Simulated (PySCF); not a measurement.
CH₁₁NOSi₃, SMILES C[Si@@H]([SiH3])O[SiH2]N. The structure is a stationary point at PBE-D3(BJ)/def2-SVP. The structure was generated by enumeration; whether it is a known compound was not checked. One conformer was computed; it need not be the lowest.

Task: Give the equilibrium geometry at PBE-D3(BJ)/def2-SVP (PySCF confirms it by a frequency run) as Cartesian coordinates in Å. (An estimate is asked for; the answer gives what the named calculation found.)

Result: One answer among several that fit: 
```xyz
17

C     -2.1558    -1.7311     0.5003
Si    -1.1038    -0.4795    -0.4314
Si    -1.1750     1.6226     0.6498
O      0.4734    -1.0615    -0.5162
Si     2.0296    -0.4180    -0.5200
N      2.2252     1.0355     0.4034
H     -3.2173    -1.4095     0.5186
H     -2.1001    -2.7222     0.0059
H     -1.8064    -1.8450     1.5460
H     -1.6464    -0.3073    -1.8303
H     -0.5760     1.5621     2.0324
H     -2.6155     2.0504     0.8055
H     -0.4730     2.7077    -0.1268
H      2.4137    -0.0738    -1.9294
H      2.9004    -1.4832     0.0706
H      2.0111     1.9536     0.0099
H      2.1704     1.0464     1.4236
```
Charge 0, spin multiplicity 1.
